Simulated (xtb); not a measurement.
Species: Br2F2Si, SMILES `F[Si](F)(Br)Br` (charge 0, multiplicity 1).

### Question
Give a relaxed geometry from GFN2-xTB (xtb 6.7.1).

### Answer
the end point of this relaxation (outside a Z-matrix the atoms follow the SMILES, hydrogens last).
Z-matrix (Å, degrees):
```
Si
F 1 1.5809
F 1 1.5809 2 103.76
Br 1 2.1635 2 109.72 3 -117.17
Br 1 2.1635 2 109.72 3 117.17
```
